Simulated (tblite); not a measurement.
Input of a run (GFN2-xTB geometry optimisation, gas phase (tblite 0.8.0)), started from a force field or distance geometry:
```
{"job": {"kind": "relax", "xc": "GFN2-xTB", "basis": "xTB"}, "charge": 0, "multiplicity": 1}
C      1.793900    -1.150400    -0.262700
C      1.387300     0.273900    -0.020600
C      2.220500     1.394700    -0.083200
P      1.413100     3.024600     0.302600
C     -0.067300     1.957400     0.588300
N      0.090000     0.615500     0.340500
C     -1.005200    -0.356600     0.530100
C     -2.403400    -0.105700     0.035300
C     -1.562100    -1.171900    -0.611100
H      1.464500    -1.797400     0.565400
H      1.337100    -1.513500    -1.194300
H      2.869100    -1.241500    -0.352200
H      3.256200     1.391500    -0.339900
H     -1.009700     2.364700     0.900800
H     -0.927500    -0.855300     1.495400
H     -3.237600    -0.425900     0.670700
H     -2.610000     0.789800    -0.540800
H     -1.819700    -2.211500    -0.423700
H     -1.199100    -0.973100    -1.607900
```

Output (eV, eV/Å):
```
step      E/eV     max force
  0    -693.32814    4.969
  1    -693.70960    2.411
  2    -693.80564    1.592
  3    -693.84056    0.528
  4    -693.86461    0.293
  5    -693.88040    0.331
  6    -693.89159    0.249
  7    -693.90210    0.194
  8    -693.91016    0.188
  9    -693.91493    0.148
 10    -693.91787    0.133
 11    -693.92051    0.107
 12    -693.92286    0.094
 13    -693.92426    0.073
 14    -693.92497    0.056
 15    -693.92566    0.083
 16    -693.92671    0.108
 17    -693.92793    0.103
 18    -693.92886    0.064
 19    -693.92938    0.040
 20    -693.92972    0.050
 21    -693.93002    0.049
 22    -693.93028    0.038
 23    -693.93051    0.039
 24    -693.93076    0.044
 25    -693.93104    0.056
 26    -693.93129    0.041
 27    -693.93143    0.022
 28    -693.93152    0.023
 29    -693.93160    0.022
 30    -693.93168    0.024
 31    -693.93174    0.020
 32    -693.93180    0.022
 33    -693.93186    0.023
 34    -693.93195    0.026
 35    -693.93207    0.036
 36    -693.93221    0.032
 37    -693.93236    0.031
 38    -693.93252    0.037
 39    -693.93275    0.040
 40    -693.93301    0.051
 41    -693.93323    0.038
 42    -693.93334    0.024
 43    -693.93341    0.024
 44    -693.93350    0.028
 45    -693.93363    0.033
 46    -693.93377    0.028
 47    -693.93388    0.018
 48    -693.93395    0.016
 49    -693.93400    0.022
 50    -693.93407    0.025
 51    -693.93412    0.020
 52    -693.93416    0.014
 53    -693.93418    0.013
 54    -693.93422    0.015
 55    -693.93427    0.019
 56    -693.93433    0.020
 57    -693.93439    0.020
 58    -693.93444    0.022
 59    -693.93452    0.023
 60    -693.93461    0.029
 61    -693.93473    0.027
 62    -693.93483    0.024
 63    -693.93491    0.025
 64    -693.93498    0.018
 65    -693.93503    0.016
 66    -693.93507    0.015
 67    -693.93513    0.018
 68    -693.93521    0.024
 69    -693.93533    0.029
 70    -693.93547    0.030
 71    -693.93562    0.027
 72    -693.93575    0.029
 73    -693.93588    0.032
 74    -693.93600    0.025
 75    -693.93609    0.020
 76    -693.93615    0.019
 77    -693.93621    0.023
 78    -693.93627    0.026
 79    -693.93632    0.016
 80    -693.93634    0.010
 81    -693.93635    0.009
```

Summarise the run.

The energy falls by 58.7 kJ/mol over 81 L-BFGS steps, the largest force on an atom goes from 4.97 to 0.009 eV/Å, and the atoms move by 0.145 Å rms after alignment. The bond that changes most is P4–C5 (ends: phosphorus bonded to 2 C; aromatic CH next to a ring nitrogen), which shortens by 0.135 Å. Bonds longer at the end by more than 0.005 Å: 1 of 20; shorter: 14. Among the angles that change most is P4–C3–H13, from 118.3° to 123.9°. Among the dihedrals that turn most is C5–N6–C7–H15, from -97° to -108°. The energy never rose by more than 1e-5 eV on the way. The first step brought 63 % of the lowering.

What are the final bond lengths?

C1–C2 1.490 Å, C2–C3 1.365 Å, C3–P4 1.758 Å, P4–C5 1.712 Å, C5–N6 1.357 Å, N6–C7 1.425 Å, C7–C8 1.498 Å, C8–C9 1.497 Å, C2–N6 1.364 Å, C7–C9 1.504 Å, C1–H10 1.090 Å, C1–H11 1.090 Å, C1–H12 1.086 Å, C3–H13 1.075 Å, C5–H14 1.075 Å, C7–H15 1.087 Å, C8–H16 1.079 Å, C8–H17 1.079 Å, C9–H18 1.079 Å, C9–H19 1.079 Å. Numbering counts from 1 in the input's order; the species is `Cc1cpcn1C1CC1`.

Its GFN2-xTB frequencies are all real (lowest 68 cm⁻¹). One conformer, not necessarily the lowest. 2 starts were optimised and ended at 0.00 and 0.70 kcal/mol (GFN2-xTB); the lowest of these is shown.

These are computed values.
